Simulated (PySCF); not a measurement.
## Ionisation energy along the 3-electron series

Calculated with PySCF 2.14 and a two-component X2C-1e Hamiltonian (Gaussian nucleus, no Breit or QED terms), each ion in its own even-tempered basis scaled to its charge; GMP2 freezes nothing and drops the highest virtual spinors. Values in eV. NIST values: (m) measured, (s) semi-empirical, (t) theoretical.

```json
{"ion": "Sn⁴⁷⁺", "configuration": "[He] 2s1", "GHF (screened spin-orbit)": "8313.5", "GMP2 (screened spin-orbit)": "8313.7", "NIST": "8307.0 (t)"}
{"ion": "Sb⁴⁸⁺", "configuration": "[He] 2s1", "GHF (screened spin-orbit)": "8676.5", "GMP2 (screened spin-orbit)": "8676.7", "NIST": "8669.5 (t)"}
{"ion": "Te⁴⁹⁺", "configuration": "[He] 2s1", "GHF (screened spin-orbit)": "9048.3", "GMP2 (screened spin-orbit)": "9048.5", "NIST": "9040.8 (t)"}
```

Between Z = 50 and Z = 52 the GMP2 (screened spin-orbit) value grows as Z to the power 2.16.
